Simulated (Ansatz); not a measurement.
Reaction (redistribution): `[OH][Ge][O][SiH3]` + `O[SiH2][SiH3]` → `[OH][Ge][OH]` + `[SiH3]O[SiH2][SiH3]`

Isolated molecules relaxed with PBE0-D4/def2-TZVP in Ansatz; ΔE leaves out vibrations. CCSD(T)/CBS adds triple-zeta CCSD(T) − MP2 to the extrapolated MP2 energy (def2 sets, frozen cores). Functionals use def2-TZVPP. For Ge outer-core shells are correlated without core-valence functions, which leaves a few kJ/mol of doubt a bond. Scalar relativity is left out up to krypton. Each species was taken in one conformer, which may not be the lowest.

| level | ΔE (eV) |
| --- | --- |
| r2SCANh-D4 | 0.03 |
| B2PLYP | 0.04 |
| revPBE | 0.06 |
| CAM-B3LYP | 0.02 |
| CCSD/def2-SVP | 0.05 |
| HF/def2-TZVPP | 0.02 |
| CCSD/def2-TZVPP | 0.03 |
| SCS-MP2/def2-QZVPP | 0.02 |

Problem. What does CCSD(T)/CBS give? (An estimate is asked.)

Solution. Computed: +0.02 eV. The listed levels differ from it by 0.01, 0.02, 0.04, 0.00, 0.03, 0.00, 0.01, 0.00 eV.

Problem. What do rigid-rotor, harmonic-oscillator terms from PBE0-D4/def2-TZVP frequencies (298.15 K, 1 bar) make of the CCSD(T)/CBS value? (Estimate.)

Solution. Computed: ΔZPE = -0.01 eV, ΔH = +0.01 eV, ΔS = 4 J/(mol·K), ΔG = 0.00 eV. Modes under 50 cm⁻¹ make the entropy rough.

Largest T1 diagnostic among the species: 0.015.

Leaving LDA and LC-ωPBE aside and taking each functional with its dispersion term where it has one, the values, not all of them listed here, spread over 0.05 eV, from BHLYP-D4 to PBE-QIDH. At CCSD(T), def2-SVP lies +0.04 eV from the extrapolated value and def2-TZVPP +0.02 eV.
